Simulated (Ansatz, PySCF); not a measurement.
Gas-phase reaction 4 R1 + R2 → 4 P1 + P2, each structure at its B3LYP-D3(BJ)/def2-TZVP stationary point, reached from a drawn start (curvature not checked).
P1: HCl (SMILES Cl), charge 0, multiplicity 1.
R1: HF (SMILES F), charge 0, multiplicity 1.
R2: SiCl4 (SMILES Cl[Si](Cl)(Cl)Cl), charge 0, multiplicity 1.
P2: SiF4 (SMILES F[Si](F)(F)F), charge 0, multiplicity 1.

P less R. No zero-point or thermal terms.

Correlated levels freeze the cores.

Codes used: Ansatz (a program for electronic structure) with Gaussian orbitals; PySCF for the D3/D4 terms. No computed number here is a measurement.

The comparison value is -54.20 kcal/mol (CCSD(T)/cc-pV(Q+d)Z). It is a level with limits of its own, not the exact answer.

**Question.** Order these levels by how close they come to the comparison value for the reaction energy, closest first: PBE0/def2-TZVPP, B3LYP/def2-TZVPP, B3LYP-D4/def2-TZVPP, HF/cc-pV(T+d)Z, PBE0-D3(BJ)/def2-TZVPP. Give each level's value less the comparison value.

**Answer.** B3LYP/def2-TZVPP (-2.57 kcal/mol), B3LYP-D4/def2-TZVPP (3.93 kcal/mol), PBE0/def2-TZVPP (8.38 kcal/mol), PBE0-D3(BJ)/def2-TZVPP (11.80 kcal/mol), HF/cc-pV(T+d)Z (-13.27 kcal/mol)
